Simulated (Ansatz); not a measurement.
The cluster S₇⁻. Charge -1, multiplicity 2. Geometry r2SCAN-D4/def2-SVPD.

Cartesian coordinates in Å:
```
S 0.490 -2.053 0.867
S 1.651 1.136 0.870
S 0.988 2.270 -0.642
S -1.831 1.401 -1.107
S -1.170 -1.852 -0.378
S -2.171 -0.041 0.240
S 2.043 -0.861 0.150
```

The structure comes from a short search, and lower isomers may exist.

Estimate the α-spin orbital energies around the gap (eV) in Ansatz with PBE-D4/def2-TZVPD, revPBE-D4/def2-TZVPD, r2SCAN-D4/def2-TZVPD, PBE0-D4/def2-TZVPD.


```tsv
orbital	PBE-D4/def2-TZVPD	revPBE-D4/def2-TZVPD	r2SCAN-D4/def2-TZVPD	PBE0-D4/def2-TZVPD
HOMO−5	-2.60	-2.54	-2.86	-3.79
HOMO−4	-2.53	-2.48	-2.78	-3.69
HOMO−3	-2.04	-1.98	-2.26	-3.08
HOMO−2	-1.84	-1.78	-2.05	-2.87
HOMO−1	-1.71	-1.65	-1.93	-2.86
HOMO	-0.34	-0.29	-0.56	-1.43
LUMO	1.04	1.12	1.15	1.81
LUMO+1	1.06	1.14	1.18	1.83
LUMO+2	1.54	1.61	1.71	2.33
LUMO+3	1.94	2.01	2.13	2.75
LUMO+4	2.07	2.13	2.37	2.76
LUMO+5	2.68	2.63	3.09	3.12
β HOMO	-1.31	-1.24	-1.40	-1.99
β LUMO	0.23	0.30	0.34	0.89
```
